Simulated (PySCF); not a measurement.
# TeI: from constants to spectrum

UHF-CCSD(T) constants of TeI, ²Π (doublet), unpaired electrons π ↑ (Te cc-pVDZ-PP with ECP28, I cc-pVDZ-PP with ECP28; scalar-relativistic core potentials (PySCF 2.14); masses 129.9062 and 126.9045 u):

```
ωe              : 202.2 cm⁻¹
ωexe            : 0.403 cm⁻¹
Be              : 0.035342 cm⁻¹
αe              : 9.51e-05 cm⁻¹
D (centrifugal) : 4.32e-09 cm⁻¹
De to Te + I    : 1.56 eV
```

Give the vibrational terms G(v) and spacings up to v = 6.

G(v) = ωe(v+½) − ωexe(v+½)².

```
v  G(v) (cm⁻¹)  G(v) − G(v−1)  Bv (cm⁻¹)
0        101.0                   0.03529
1        302.4          201.4    0.03520
2        503.0          200.6    0.03510
3        702.8          199.8    0.03501
4        901.7          199.0    0.03491
5       1099.9          198.2    0.03482
6       1297.3          197.4    0.03472
```

Correlated steps freeze 8 core orbitals. Correlated levels converge slowly with the basis: in double zeta they bind strong bonds too weakly, by up to about 1 eV, and carry superposition errors of some tenths. Spin–orbit coupling is left out, which matters for elements this heavy, above all for dissociation energies. The state is the lowest determinant that a PBE0 search found; another state may lie lower at other levels.
